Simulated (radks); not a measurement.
Question: Spherical quantum dot in the effective-mass picture: electrons in a hard-walled sphere of radius 9.3, all in effective atomic units (hartree* = m*/eps^2 hartree, bohr* = eps/m* bohr), one dielectric constant everywhere. Calculated with a radial shooting solver with Libxc functionals: non-relativistic Kohn-Sham, LDA (Slater exchange, Perdew-Wang correlation), spin-polarised, spherical densities. Levels are named by radial order and angular momentum (1s, 1p, 1d, 2s, ...), and open shells are averaged over m. At N = 16 the configuration is 1s2 1p6 1d(up 5, down 3). Does electron 17 go into 1d down or 1f up or 1f down?

Answer: Into 1d down. The total energies of the other choices lie higher by 0.0552 hartree* (1f up), 0.0645 hartree* (1f down).
